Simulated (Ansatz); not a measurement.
`CCCCCCCCCCCCP(=O)(O)O` with charge +1. The state is a doublet with charge 1. Geometry PBE-D4/def2-SVP, that of the neutral singlet; atoms count from 1.

```xyz
43

C    -3.927   -3.294   -4.750
C    -2.481   -3.692   -4.439
C    -1.894   -3.044   -3.176
C    -1.730   -1.521   -3.257
C    -1.155   -0.871   -1.991
C     0.287   -1.277   -1.660
C     0.915   -0.506   -0.491
C     0.242   -0.748    0.866
C     0.964   -0.105    2.058
C     0.993    1.427    2.040
C     1.674    2.029    3.272
C     1.712    3.561    3.251
P     2.466    4.261    4.741
O     1.877    3.938    6.086
O     4.030    3.773    4.567
O     2.474    5.870    4.391
H    -4.027   -2.208   -4.952
H    -4.310   -3.829   -5.643
H    -4.601   -3.536   -3.902
H    -1.832   -3.444   -5.308
H    -2.425   -4.797   -4.330
H    -2.537   -3.294   -2.301
H    -0.907   -3.510   -2.966
H    -1.078   -1.272   -4.127
H    -2.715   -1.055   -3.477
H    -1.194    0.236   -2.105
H    -1.821   -1.106   -1.131
H     0.332   -2.367   -1.438
H     0.914   -1.129   -2.568
H     1.989   -0.787   -0.409
H     0.905    0.581   -0.730
H     0.173   -1.845    1.038
H    -0.808   -0.381    0.839
H     2.009   -0.488    2.107
H     0.478   -0.440    3.001
H    -0.049    1.815    1.965
H     1.514    1.788    1.126
H     2.713    1.645    3.352
H     1.152    1.695    4.195
H     0.690    3.992    3.193
H     2.275    3.949    2.376
H     4.405    3.629    5.459
H     2.314    6.357    5.224
```

Single mean-field runs in def2-TZVP are fitted with def2-universal-jkfit.

Estimate the Mulliken populations of the heavy atoms from the PBE0/def2-TZVP orbitals of Ansatz.


| atom | charge (e) | spin (α − β) |
| --- | --- | --- |
| C1 | -0.40 | 0.03 |
| C2 | -0.16 | 0.03 |
| C3 | -0.23 | 0.05 |
| C4 | -0.21 | 0.06 |
| C5 | -0.21 | 0.03 |
| C6 | -0.22 | 0.04 |
| C7 | -0.23 | 0.01 |
| C8 | -0.22 | 0.01 |
| C9 | -0.17 | 0.02 |
| C10 | -0.27 | 0.03 |
| C11 | -0.25 | 0.01 |
| C12 | -0.23 | 0.06 |
| P13 | 0.74 | -0.02 |
| O14 | -0.36 | 0.32 |
| O15 | -0.43 | 0.02 |
| O16 | -0.42 | 0.02 |
Mulliken values depend strongly on the basis.

Where does the spin sit?

Summed by element: C 0.38, P -0.02, O 0.35, H 0.28, of 1 unpaired in all. Largest on single atoms: O14 0.32, C12 0.06, C4 0.06.

And the Mayer bond orders between heavy atoms (over 0.3)?

C1–C2 0.99 (1.53 Å); C2–C3 1.02 (1.54 Å); C3–C4 0.95 (1.53 Å); C4–C5 1.03 (1.54 Å); C5–C6 0.97 (1.53 Å); C6–C7 1.03 (1.53 Å); C7–C8 1.00 (1.53 Å); C8–C9 1.01 (1.53 Å); C9–C10 0.98 (1.53 Å); C10–C11 1.01 (1.53 Å); C11–C12 0.99 (1.53 Å); C12–P13 0.93 (1.81 Å); P13–O14 1.76 (1.50 Å); P13–O15 1.21 (1.65 Å); P13–O16 1.23 (1.65 Å).
